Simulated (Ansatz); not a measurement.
Z-matrix (Å, degrees):
```
C
Se 1 1.951
H 1 1.088 2 108.8
H 1 1.088 2 108.8 3 -119.5
H 1 1.087 2 108.9 3 120.3
B 2 1.884 1 102.6 3 -120.5
H 6 1.192 2 116.2 1 180.0
H 6 1.193 2 120.5 1 0.0
```

Total charge 0; spin multiplicity 1.

List the B3LYP/def2-TZVPP orbital energies in eV (Ansatz). (Estimate.)

Computed: Occupied: -12351.15, -1580.48, -1418.65, -1418.60, -1418.59, -277.62, -212.79, -183.98, -156.85, -156.69, -156.68, -57.60, -57.56, -57.54, -57.42, -57.41, -20.91, -17.77, -13.37, -11.89, -11.85, -10.49, -9.24, -8.22, -7.19. Lowest empty: -1.41, 0.17, 1.09, 1.74, 2.26, 2.58, 2.68, 3.17.

B3LYP here is the variant with VWN-RPA as its local correlation; programs differ in this.
